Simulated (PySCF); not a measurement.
**Potassium: a sound run and one with changed settings**

Sound run: K²⁺ [Ne] 3s2 3p5, K³⁺ [Ne] 3s2 3p4. Calculation: PySCF 2.14, in def2-SVP (5s3p2d, 24 functions); the non-relativistic Hamiltonian (point nucleus). In the sound run the correlated levels freeze [Ne] 3s2. The sound run starts from symmetry-adapted Hartree-Fock orbitals and uses a fine grid where one is needed.

Changed run: scalar relativity by spin-free X2C-1e. This setting is unsound on purpose.

```json
{"species": "K²⁺", "method": "UHF", "sound run (hartree)": "-597.76878", "changed run (hartree)": "-599.75941", "converged": "yes"}
{"species": "K²⁺", "method": "TPSS", "sound run (hartree)": "-598.48328", "changed run (hartree)": "-600.47379", "converged": "yes"}
{"species": "K²⁺", "method": "B3LYP", "sound run (hartree)": "-598.47260", "changed run (hartree)": "-600.46308", "converged": "yes"}
{"species": "K²⁺", "method": "MP2", "sound run (hartree)": "-597.79284", "changed run (hartree)": "-599.78340", "converged": "yes"}
{"species": "K²⁺", "method": "CCSD(T)", "sound run (hartree)": "-597.79635", "changed run (hartree)": "-599.78688", "converged": "yes"}
{"species": "K³⁺", "method": "UHF", "sound run (hartree)": "-596.04457", "changed run (hartree)": "-598.02976", "converged": "yes"}
{"species": "K³⁺", "method": "TPSS", "sound run (hartree)": "-596.70716", "changed run (hartree)": "-598.69216", "converged": "yes"}
{"species": "K³⁺", "method": "B3LYP", "sound run (hartree)": "-596.69301", "changed run (hartree)": "-598.67799", "converged": "yes"}
{"species": "K³⁺", "method": "MP2", "sound run (hartree)": "-596.05726", "changed run (hartree)": "-598.04242", "converged": "yes"}
{"species": "K³⁺", "method": "CCSD(T)", "sound run (hartree)": "-596.05945", "changed run (hartree)": "-598.04459", "converged": "yes"}
```

Ionisation energy of K²⁺:

```tsv
method	sound run (eV)	changed run (eV)
UHF	46.918	47.066
TPSS	48.331	48.481
B3LYP	48.425	48.575
MP2	47.227	47.374
SCS-MP2	47.233	47.380
CCSD	47.263	47.410
CCSD(T)	47.264	47.410
```

Most of the change in total energy is the relativistic energy itself. On top of that the contraction fixes the core shape for the Hamiltonian it was made with, so the changed run is not a good calculation with the other Hamiltonian either.

For comparison, NIST gives 45.803 eV between the lowest levels.
